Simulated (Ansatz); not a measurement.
A made-up structure of Si2H3OF, singlet:

```
atom    x (Å)    y (Å)    z (Å)
  O1   0.4346  -1.6760  -0.7424
 Si2   0.1050  -0.5565   0.3844
  F3   0.0299  -1.4137   1.7131
 Si4   0.2886   1.6814   0.2513
  H5   0.4948  -1.3737  -1.6526
  H6   0.6181  -2.6285  -0.7390
  H7  -0.4167   1.5480  -1.0898
```

It is relaxed with PBE-D4/def2-SVP and then PBE0-D4/def2-TZVP (Ansatz 0.2.0). Atoms count as bonded within 1.22 times the sum of their covalent radii (H–H: 0.88 Å). The end point is not checked to be a true minimum.

Question: Does its bonding change? (A judgement: the text doesn't fix the answer.)

Answer: By the calculation: No: no bond forms or breaks.

Where it ends: The first stage lowers the energy by 1.72 eV in 11 steps. It ends as Si₂H₃OF ([OH2][Si]([F])[SiH]):
```xyz
7
angstrom
O 0.1237 -1.6356 -0.8493
Si 0.0579 -0.3509 0.6311
F 0.1615 -1.6004 1.6481
Si 0.0619 1.7398 0.1955
H 0.3512 -1.1297 -1.6437
H 0.7631 -2.3511 -0.7268
H 0.0350 0.9090 -1.1299
```

Labels in which every atom is bracketed show which atoms are joined, not bond orders.

For scale, one of the runs: PBE0-D4/def2-TZVP relaxation, 154 basis functions, launched by `ansatz run in.yaml --threads 2 --pin off --events-out ev --progress --plain --max-ram 4352MiB`. The run took about 26 s on 2 CPU threads of an Arm Neoverse V2 (shared host).
